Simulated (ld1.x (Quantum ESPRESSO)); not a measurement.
Reading a pseudo-wave (Cl (Z = 17))

Columns: radius, all-electron u(r) and pseudo u(r) of the 3p shell (level -9.11 eV) of chlorine in the configuration [Ne] 3s1 3p6; PBEsol, non-relativistic, ultrasoft scheme, ld1.x (Quantum ESPRESSO) 7.5.

```
r (bohr)  all-electron   pseudo
   0.060        0.0973  -0.0040
   0.120        0.2401  -0.0160
   0.180        0.3350  -0.0356
   0.240        0.3663  -0.0624
   0.300        0.3430  -0.0957
   0.360        0.2801  -0.1346
   0.420        0.1918  -0.1783
   0.480        0.0895  -0.2258
   0.540       -0.0182  -0.2760
   0.600       -0.1251  -0.3280
   0.660       -0.2273  -0.3807
   0.720       -0.3220  -0.4331
   0.780       -0.4078  -0.4844
   0.840       -0.4841  -0.5338
   0.900       -0.5507  -0.5803
   0.960       -0.6077  -0.6234
   1.020       -0.6554  -0.6624
   1.080       -0.6943  -0.6966
   1.140       -0.7250  -0.7254
   1.200       -0.7483  -0.7483
   1.260       -0.7649  -0.7649
   1.320       -0.7756  -0.7756
   1.380       -0.7809  -0.7809
   1.440       -0.7817  -0.7817
   1.500       -0.7785  -0.7785
   1.560       -0.7720  -0.7720
```

Question: How many radial nodes do the two functions have?

Answer: The all-electron 3p function has n − l − 1 = 1; the pseudo-wave has 0, since the states of the same l below it are removed with the core.

Question: At about which radius was the pseudo-wave matched?

Answer: 1.20 bohr, where the columns begin to agree (steps of 0.06 bohr).

Question: Where does each function peak?

Answer: Outermost all-electron maximum near 1.44 bohr, pseudo maximum near 1.44 bohr (to the table’s step).

Question: Is the pseudo-wave norm-conserving?

Answer: No, it belongs to an ultrasoft set: the norm inside the radius is not constrained, and the difference is carried by the augmentation charge.
